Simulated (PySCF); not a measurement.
PySCF input file for C₄H₅Br, SMILES C(=C=C)CBr, r2SCAN-D4/def2-SVP. Geometry optimised at r2SCAN-D4/def2-SVP. The values are those of a single conformer.

```python
import numpy as np
from pyscf import gto, scf, dft, df
from pyscf.hessian import thermo

mol = gto.M(
    atom='''
    C     3.43002156   -0.23712104    0.75125095
    C     2.21034042   -0.64566685    0.51099170
    C     0.98024035   -1.05192457    0.28031480
    C    -0.21976384   -0.39551301    0.86660463
    Br   -1.32220037    0.47817262   -0.53414674
    H     3.91688957    0.50396677    0.10583074
    H     4.00584555   -0.62315963    1.60090193
    H     0.81117072   -1.91340247   -0.38027554
    H    -0.90351824   -1.11701929    1.33334944
    H     0.04159439    0.39492598    1.58035698
    ''',
    basis='def2-SVP',
    charge=0,
    spin=0,
    max_memory=1600,
    verbose=3,
)
mf = dft.RKS(mol, xc='r2scan').density_fit(auxbasis='def2-universal-jkfit')
mf.disp = 'd4'
mf.grids.level = 4
mf.conv_tol = 1e-11
mf.max_cycle = 100
mf.kernel()

# [left out here: the lines that compute and print the analytic Hessian (its translational invariance restored by hand, since the grid's response is missing), thermochemistry and intensities]
```

Log of the run:

```
converged SCF energy = -2728.99483644901

WARN: MGGA Hessian is sensitive to dft grids. grids.level 4 may not be dense enough.


WARN: DFTD4 does not support analytical Hessian, using finite difference.


WARN: Mole.unit (angstrom) is changed to Bohr

Mode                                 0                   1                   2
Irrep
Freq [cm^-1]                       62.3734            192.6167            236.7724
Reduced mass [au]                   4.1060              2.8016              3.3474
Force const [Dyne/A]                0.0094              0.0612              0.1106
Char temp [K]                      89.7414            277.1325            340.6628
Normal mode                   x     y     z       x     y     z       x     y     z
       0   C                 0.08 -0.10  0.08   -0.08  0.07  0.07    0.07  0.02 -0.01
       1   C                 0.06  0.00  0.01   -0.00 -0.09 -0.06    0.07 -0.04  0.07
       2   C                 0.05  0.09 -0.06   -0.00 -0.09 -0.06    0.08 -0.09  0.07
       3   C                 0.06  0.09 -0.03    0.09  0.07 -0.04    0.03 -0.06 -0.06
       4  Br                -0.04 -0.01 -0.00   -0.00  0.00  0.01   -0.04  0.03 -0.01
       5   H                 0.17 -0.09  0.16   -0.08  0.07  0.07    0.06 -0.12 -0.17
       6   H                 0.02 -0.21  0.08   -0.16  0.21  0.18    0.07  0.21  0.08
       7   H                 0.02  0.13 -0.11   -0.07 -0.15  0.03    0.15 -0.22  0.23
       8   H                 0.11  0.09  0.04    0.09  0.18  0.13    0.01 -0.07 -0.10
       9   H                 0.08  0.12 -0.07    0.24  0.13 -0.16   -0.02 -0.07 -0.03
Mode                                 3                   4                   5
Irrep
Freq [cm^-1]                      345.7773            477.5983            568.8456
Reduced mass [au]                   2.0337              3.0436              2.4376
Force const [Dyne/A]                0.1433              0.4090              0.4647
Char temp [K]                     497.4966            687.1577            818.4422
Normal mode                   x     y     z       x     y     z       x     y     z
       0   C                -0.00  0.03 -0.03    0.02  0.03  0.02    0.02  0.03  0.02
       1   C                 0.02 -0.13  0.15    0.06 -0.05 -0.10    0.08 -0.13 -0.08
       2   C                -0.00  0.03 -0.05    0.02 -0.04  0.08   -0.02  0.11 -0.00
       3   C                 0.01  0.02  0.00    0.04 -0.05  0.15   -0.08  0.04  0.01
       4  Br                -0.00  0.00 -0.00   -0.02  0.01 -0.03    0.01 -0.01  0.00
       5   H                -0.35  0.21 -0.09   -0.04  0.29  0.27    0.05 -0.10 -0.10
       6   H                 0.32  0.07 -0.24    0.06 -0.21 -0.11   -0.06  0.29  0.20
       7   H                -0.04  0.20 -0.26   -0.09  0.11 -0.09   -0.16  0.03  0.13
       8   H                 0.01  0.03  0.02   -0.03 -0.02  0.09   -0.03 -0.15 -0.19
       9   H                 0.03  0.02 -0.00    0.01 -0.02  0.14   -0.27 -0.06  0.18
Mode                                 6                   7                   8
Irrep
Freq [cm^-1]                      655.2435            844.4726            853.5942
Reduced mass [au]                   2.7053              1.3194              1.6547
Force const [Dyne/A]                0.6843              0.5544              0.7104
Char temp [K]                     942.7495           1215.0081           1228.1319
Normal mode                   x     y     z       x     y     z       x     y     z
       0   C                -0.03 -0.02 -0.00    0.06 -0.10 -0.08    0.05  0.04  0.03
       1   C                -0.04  0.01  0.04   -0.00  0.02  0.02    0.04 -0.02 -0.01
       2   C                -0.01  0.06 -0.09   -0.00  0.00 -0.01   -0.01 -0.00 -0.05
       3   C                 0.10 -0.07  0.15   -0.03 -0.01  0.01   -0.14 -0.08  0.04
       4  Br                -0.01  0.01 -0.02    0.00  0.00 -0.00    0.00  0.00 -0.00
       5   H                 0.05 -0.27 -0.24   -0.18  0.42  0.33    0.17 -0.15 -0.11
       6   H                -0.10  0.24  0.16   -0.21  0.46  0.36    0.08  0.02  0.00
       7   H                -0.02 -0.04  0.03    0.03  0.01 -0.03    0.09  0.01 -0.10
       8   H                 0.12 -0.13  0.09   -0.01  0.04  0.12   -0.05  0.15  0.53
       9   H                 0.11 -0.09  0.16    0.02  0.04 -0.07    0.10  0.20 -0.35
Mode                                 9                  10                  11
Irrep
Freq [cm^-1]                      886.4087            980.7476           1014.3843
Reduced mass [au]                   1.1646              1.5511              2.3494
Force const [Dyne/A]                0.5391              0.8790              1.4244
Char temp [K]                    1275.3448           1411.0774           1459.4732
Normal mode                   x     y     z       x     y     z       x     y     z
       0   C                 0.00  0.01 -0.01   -0.00 -0.08  0.10    0.09  0.02  0.03
       1   C                -0.00  0.02 -0.01   -0.00  0.07 -0.10    0.00  0.04  0.02
       2   C                 0.01 -0.08  0.07   -0.00 -0.00  0.03   -0.02 -0.11 -0.12
       3   C                 0.01  0.02 -0.01    0.00 -0.01 -0.01   -0.06  0.09  0.06
       4  Br                -0.00 -0.00  0.00    0.00  0.00  0.00   -0.00 -0.00 -0.00
       5   H                 0.15 -0.24 -0.18   -0.50 -0.04 -0.25    0.09  0.02  0.02
       6   H                -0.13  0.22  0.18    0.46  0.28 -0.06    0.20  0.06 -0.03
       7   H                -0.05  0.47 -0.62    0.00  0.02  0.00   -0.09 -0.20  0.01
       8   H                -0.09  0.06 -0.08    0.04 -0.02  0.03   -0.30  0.16 -0.18
       9   H                 0.02 -0.05  0.07   -0.01  0.03 -0.04    0.06 -0.16  0.31
Mode                                12                  13                  14
Irrep
Freq [cm^-1]                     1130.0006           1161.6483           1208.4175
Reduced mass [au]                   1.1972              1.6112              1.1525
Force const [Dyne/A]                0.9007              1.2810              0.9915
Char temp [K]                    1625.8192           1671.3533           1738.6438
Normal mode                   x     y     z       x     y     z       x     y     z
       0   C                 0.06  0.02  0.01   -0.05 -0.02 -0.01    0.02  0.01  0.00
       1   C                -0.02  0.03  0.03    0.00  0.01  0.01   -0.01 -0.00 -0.00
       2   C                -0.05 -0.05 -0.01    0.11 -0.07 -0.05   -0.03 -0.01  0.03
       3   C                 0.03 -0.02 -0.02   -0.05  0.08  0.06   -0.07  0.06 -0.04
       4  Br                 0.00  0.00  0.00    0.00  0.00 -0.00   -0.00  0.00 -0.01
       5   H                 0.15  0.02  0.06   -0.12 -0.02 -0.06    0.05  0.03  0.05
       6   H                 0.13  0.05 -0.02   -0.12 -0.08 -0.00    0.06  0.01 -0.02
       7   H                -0.69  0.04  0.03    0.27 -0.06 -0.11    0.04 -0.00 -0.01
       8   H                 0.30 -0.23  0.05    0.29 -0.23  0.11    0.53 -0.32  0.29
       9   H                -0.30  0.19 -0.15   -0.50  0.23  0.05    0.41 -0.37  0.28
Mode                                15                  16                  17
Irrep
Freq [cm^-1]                     1340.6626           1437.9529           1462.0918
Reduced mass [au]                   1.2594              1.1990              1.7364
Force const [Dyne/A]                1.3337              1.4607              2.1870
Char temp [K]                    1928.9150           2068.8941           2103.6246
Normal mode                   x     y     z       x     y     z       x     y     z
       0   C                -0.01 -0.00 -0.00    0.07  0.02  0.01    0.11  0.04  0.02
       1   C                 0.05  0.03  0.02    0.01  0.00  0.00   -0.00 -0.01 -0.01
       2   C                 0.11  0.00 -0.01   -0.06 -0.02  0.00   -0.13 -0.01 -0.00
       3   C                -0.04 -0.01 -0.02   -0.03  0.02  0.06    0.06 -0.01 -0.04
       4  Br                -0.00  0.00 -0.00    0.00 -0.00  0.00    0.00  0.00 -0.00
       5   H                -0.39  0.00 -0.26   -0.22  0.04 -0.18   -0.24  0.06 -0.22
       6   H                -0.36 -0.27  0.11   -0.20 -0.18  0.11   -0.22 -0.21  0.14
       7   H                -0.49  0.04  0.09    0.10 -0.02 -0.05    0.23 -0.05 -0.05
       8   H                -0.09  0.12  0.14    0.07 -0.38 -0.45    0.05  0.17  0.24
       9   H                 0.14 -0.15  0.08    0.34  0.24 -0.34   -0.33 -0.10  0.20
Mode                                18                  19                  20
Irrep
Freq [cm^-1]                     2060.4363           3099.8292           3121.0895
Reduced mass [au]                   9.8923              1.0592              1.0611
Force const [Dyne/A]               24.7437              5.9963              6.0903
Char temp [K]                    2964.5090           4459.9640           4490.5528
Normal mode                   x     y     z       x     y     z       x     y     z
       0   C                 0.10  0.03  0.02    0.00  0.00  0.00   -0.06 -0.02 -0.01
       1   C                -0.22 -0.07 -0.04    0.00  0.00  0.00    0.01  0.00  0.00
       2   C                 0.11  0.03  0.02    0.00 -0.00 -0.00   -0.00 -0.00 -0.00
       3   C                -0.00 -0.00  0.00   -0.03 -0.01  0.06   -0.00  0.00  0.00
       4  Br                -0.00  0.00 -0.00    0.00 -0.00 -0.00    0.00 -0.00  0.00
       5   H                 0.03  0.05 -0.05   -0.01 -0.01  0.01    0.30  0.46 -0.41
       6   H                 0.04 -0.03  0.07   -0.01  0.01 -0.01    0.35 -0.25  0.53
       7   H                 0.00  0.06  0.04    0.00  0.01  0.01    0.01  0.05  0.04
       8   H                -0.02  0.02  0.00    0.49  0.51 -0.31    0.01  0.01 -0.00
       9   H                 0.01 -0.00  0.00   -0.14 -0.43 -0.37   -0.00 -0.01 -0.01
Mode                                21                  22                  23
Irrep
Freq [cm^-1]                     3140.0385           3189.4135           3212.2403
Reduced mass [au]                   1.0893              1.1120              1.1164
Force const [Dyne/A]                6.3279              6.6647              6.7873
Char temp [K]                    4517.8162           4588.8559           4621.6987
Normal mode                   x     y     z       x     y     z       x     y     z
       0   C                -0.00 -0.00 -0.00    0.00 -0.00  0.00   -0.00  0.06 -0.07
       1   C                -0.00 -0.00 -0.00    0.00  0.00  0.00    0.00  0.00 -0.00
       2   C                 0.02  0.06  0.05   -0.00 -0.01 -0.01   -0.00  0.00 -0.00
       3   C                -0.00 -0.01 -0.00   -0.04 -0.08 -0.02   -0.00 -0.00 -0.00
       4  Br                -0.00  0.00 -0.00    0.00  0.00  0.00   -0.00  0.00 -0.00
       5   H                 0.02  0.03 -0.03    0.00  0.00 -0.00   -0.30 -0.45  0.39
       6   H                 0.02 -0.02  0.04   -0.00  0.00 -0.00    0.36 -0.23  0.52
       7   H                -0.15 -0.74 -0.57    0.02  0.10  0.07    0.00  0.00  0.00
       8   H                 0.05  0.06 -0.03    0.36  0.36 -0.23    0.00  0.00 -0.00
       9   H                 0.02  0.06  0.06    0.17  0.55  0.48    0.00  0.00  0.00
temperature 298.1500 [K]
pressure 101325.00 [Pa]
Rotational constants [GHz] 12.74704 1.13088 1.08962
Symmetry number 1
Zero-point energy (ZPE) 0.07446 [Eh]   195485.693 [J/mol]
                           tot       elec      trans        rot        vib
Entropy [J/mol/K]       334.898      0.000    169.736    114.713     50.449
Cv [J/mol/K]             83.252      0.000     12.472     12.472     58.309
Cp [J/mol/K]             91.567      0.000     20.786     12.472     58.309
Internal energy [J/mol]                      3718.434   3718.434 203745.884
Internal energy [Eh]   -2728.91440  -2728.99484
Enthalpy [J/mol]                             6197.391   3718.434 203745.884
Enthalpy [Eh]          -2728.91346
Gibbs free energy [J/mol]                  -44409.283 -30483.152 188704.385
Gibbs free energy [Eh] -2728.95149
static polarisability / bohr^3: [[99.561  0.463 15.606]
 [ 0.486 44.478 -3.258]
 [15.599 -3.259 46.335]]
largest difference of analytic and finite-field dipole derivatives / e: 0.0012188333024711895
mode   freq/cm-1   IR/(km/mol)   Raman/(A^4/amu)   depolarisation
   1       62.37         0.197             6.871            0.734
   2      192.62         1.644             7.213            0.690
   3      236.77         6.719             4.597            0.256
   4      345.78         8.818             0.616            0.741
   5      477.60         8.807            21.923            0.168
   6      568.85        16.091             4.478            0.681
   7      655.24        44.727            33.572            0.363
   8      844.47        58.683             0.342            0.746
   9      853.59         1.085             4.177            0.748
  10      886.41        19.611             8.248            0.749
  11      980.75         0.365             0.844            0.597
  12     1014.38         2.933            13.881            0.349
  13     1130.00         0.395            23.941            0.298
  14     1161.65        10.677            64.114            0.442
  15     1208.42        56.437            16.314            0.602
  16     1340.66         1.718            34.918            0.365
  17     1437.95         5.488             7.622            0.750
  18     1462.09         2.032            11.460            0.649
  19     2060.44        87.080            20.610            0.406
  20     3099.83         7.278           135.604            0.081
  21     3121.09         0.348           294.894            0.164
  22     3140.04         0.389           140.371            0.239
  23     3189.41         0.323            57.041            0.710
  24     3212.24         0.169           164.070            0.745
max |gradient| / (hartree/bohr): 0.0001664676073127659
APT charges: [-0.2188  0.1783 -0.1938  0.4389 -0.3535  0.0673  0.0618  0.0494 -0.0318
 -0.0032]
```

The calculation finished and met its thresholds.
